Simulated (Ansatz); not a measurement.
Calculation: frozen-core CCSD(T)/cc-pVTZ // PBE-D3(BJ)/def2-TZVP (Ansatz, a first-principles code).

Ansatz 0.2 input:
```yaml
crystal:
  periodic: [false, false, false]
  atoms:
    - { symbol: C, position_ang: [2.905801, -0.712392, 0.314769] }
    - { symbol: C, position_ang: [1.796017, -0.386017, -0.068872] }
    - { symbol: Si, position_ang: [0.101789, 0.09558, -0.559083] }
    - { symbol: Si, position_ang: [-0.488923, 2.048526, 0.604486] }
    - { symbol: Si, position_ang: [-1.359038, -1.669016, -0.040419] }
    - { symbol: H, position_ang: [3.885371, -0.99877, 0.643842] }
    - { symbol: H, position_ang: [0.079317, 0.356844, -2.034864] }
    - { symbol: H, position_ang: [-1.871634, 2.468482, 0.213066] }
    - { symbol: H, position_ang: [-0.465792, 1.778334, 2.075349] }
    - { symbol: H, position_ang: [0.462923, 3.160516, 0.296271] }
    - { symbol: H, position_ang: [-0.960069, -2.919153, -0.758409] }
    - { symbol: H, position_ang: [-1.331737, -1.921473, 1.43352] }
    - { symbol: H, position_ang: [-2.754019, -1.301459, -0.440912] }
basis:
  gaussian: { orbitals: cc-pVTZ }
correlation:
  method: ccsd_t
```

Output:

```
Functional definition: HF
1566 factors; integrals over basis functions are off by at most 1.2e-3 eV
mean field evaluation 1: about -25770.7457 eV, gradient 2.9e1 eV
mean field evaluation 2: about -25771.1421 eV, gradient 2.9e1 eV
mean field evaluation 4: about -25774.4233 eV, gradient 3.6e0 eV
mean field evaluation 8: about -25774.4863 eV, gradient 2.7e-1 eV
mean field evaluation 16: about -25770.7444 eV, gradient 2.9e1 eV
mean field -25774.48658654 eV, -947.1949114808 hartree, gradient 5.9e-6 eV, S^2 0.000000; 0 other end points of the search recorded, 0 dependent functions left out
17 core orbitals not correlated
reference -25774.48658654 eV, -947.1949114808 hartree; 14, 14 occupied and 243, 243 virtual orbitals, 1566 factors
second order -18.45377423 eV of doubles, -0.00000000 eV of singles
cycle   1  -19.47545287 eV  change    -1.0e0 eV  update   1.2e-1
cycle   2  -20.18447315 eV  change   -7.1e-1 eV  update   3.8e-2
cycle   3  -20.30319213 eV  change   -1.2e-1 eV  update   1.6e-2
cycle   4  -20.30238242 eV  change    8.1e-4 eV  update   4.7e-3
cycle   5  -20.30306763 eV  change   -6.9e-4 eV  update   1.5e-3
cycle   6  -20.30292665 eV  change    1.4e-4 eV  update   4.3e-4
cycle   7  -20.30302886 eV  change   -1.0e-4 eV  update   1.2e-4
cycle   8  -20.30312412 eV  change   -9.5e-5 eV  update   3.8e-5
cycle   9  -20.30313631 eV  change   -1.2e-5 eV  update   1.3e-5
perturbative correction -0.92308125 eV, -0.0339226104 hartree
Total energy: -25795.71280410 eV, -947.9749605885 hartree
```

Cost: very roughly 8 core-minutes.
